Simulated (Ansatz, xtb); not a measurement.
# C4H6BrCl: which of two isomers lies lower

Structure X: `CC/C(Cl)=C/Br`, a singlet. Structure Y: `C/C(Cl)=C/CBr`, a singlet. Both are isolated molecules in the gas phase, relaxed with PBE-D3(BJ)/def2-SVP; the shapes shown needn't be the lowest conformers.

X (Å):

| atom | x (Å) | y (Å) | z (Å) |
| --- | --- | --- | --- |
| C | -2.7560 | 0.0515 | -0.1900 |
| C | -1.3688 | 0.1402 | 0.4592 |
| C | -0.2518 | -0.3597 | -0.4182 |
| C | 0.7467 | 0.4269 | -0.8735 |
| Br | 2.1619 | -0.1346 | -1.9763 |
| Cl | -0.3357 | -2.0521 | -0.8348 |
| H | -2.9892 | -0.9929 | -0.4766 |
| H | -3.5393 | 0.3991 | 0.5121 |
| H | -2.8082 | 0.6752 | -1.1048 |
| H | -1.1394 | 1.1893 | 0.7398 |
| H | -1.3586 | -0.4502 | 1.4019 |
| H | 0.7824 | 1.4920 | -0.6034 |

Y (Å):

| atom | x (Å) | y (Å) | z (Å) |
| --- | --- | --- | --- |
| C | 0.0538 | -0.1326 | 1.6675 |
| C | -0.2209 | 0.7999 | 0.5312 |
| C | 0.6621 | 1.1526 | -0.4314 |
| C | 0.3979 | 2.0658 | -1.5654 |
| Br | 0.2437 | 1.0563 | -3.2813 |
| Cl | -1.8571 | 1.4404 | 0.5282 |
| H | -0.1068 | 0.3731 | 2.6422 |
| H | -0.6384 | -0.9999 | 1.6359 |
| H | 1.0950 | -0.5055 | 1.6236 |
| H | 1.6630 | 0.6938 | -0.3714 |
| H | 1.2269 | 2.7741 | -1.7445 |
| H | -0.5570 | 2.6083 | -1.4548 |

Estimate which is lower in electronic energy at CCSD(T)/def2-SVP + ΔMP2/def2-TZVPP, and by roughly how much.

The CCSD(T)/def2-SVP + ΔMP2/def2-TZVPP calculation puts structure Y lower, by 13.4 kJ/mol.

The same difference at several levels:

| level | geometry | E(Y) − E(X) (kJ/mol) | departure from the last row (kJ/mol) | job, with rough time for the two |
| --- | --- | --- | --- | --- |
| GFN2-xTB | GFN2-xTB | −8.4 | +5.0 | optimisation, 0.16 s |
| HF/STO-3G | GFN2-xTB | +2.9 | +16.4 | single point, 0.42 s |
| r2SCAN-D4/def2-SVP | GFN2-xTB | −16.6 | −3.2 | single point, 3.7 s |
| PBE-D3(BJ)/def2-SVP | PBE-D3(BJ)/def2-SVP | −13.8 | −0.4 | optimisation, 26 s |
| HF/def2-SVP | PBE-D3(BJ)/def2-SVP | −21.2 | −7.8 | part of the CCSD(T) run |
| MP2/def2-SVP | PBE-D3(BJ)/def2-SVP | −9.7 | +3.7 | part of the CCSD(T) run |
| CCSD(T)/def2-SVP | PBE-D3(BJ)/def2-SVP | −11.6 | +1.8 | single point |
| CCSD(T)/def2-SVP + ΔMP2/def2-TZVPP | PBE-D3(BJ)/def2-SVP | −13.4 |  | single point, 63 s |

As drawn, both hold the same kinds of bond in the same numbers.

HF/STO-3G puts the two in the other order. The largest departure from CCSD(T)/def2-SVP + ΔMP2/def2-TZVPP is that of HF/STO-3G, 16.4 kJ/mol. The last row adds to CCSD(T) the change of the MP2 difference between the two basis sets, here −1.8 kJ/mol.

With thermal terms from frequencies at re-optimised GFN2-xTB minima (ideal gas, soft modes damped towards free rotors, one conformer each, 298.15 K, 1 atm): the zero-point term adds −1.3 kJ/mol; ΔH is −14.6 and ΔG −15.2 kJ/mol.

The correlated steps freeze 18 core orbitals; the filled d shell of Br is correlated, in a basis made for valence electrons. Programs: Ansatz 0.2.0, xtb 6.7.1; the last row on 4 threads of Arm Neoverse V1 on a shared host.
